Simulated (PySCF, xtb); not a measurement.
Mo(S)2(SH)2 (H₂MoS₄), SMILES [S]=[Mo](=[S])([SH])[SH], multiplicity 1.

GFN2-xTB run with xtb 6.7.1 at its own geometry gives an orbital gap of 1.74 eV and a dipole moment of 3.22 D.

The structure is a stationary point at B3LYP-D3(BJ)/def2-SVP. The spin state was assumed, not searched. The structure was generated by enumeration; whether it is a known compound was not checked. The def2 effective core potentials stand for the cores of Mo; spin–orbit coupling is left out. The values are those of a single conformer.

Task: What does M06-2X/def2-TZVP (PySCF) give? (Estimate from the structure and the level; the computed values follow.)

Result: gap 5.74 eV (levels -8.54 and -2.80 eV), dipole 1.32 D.
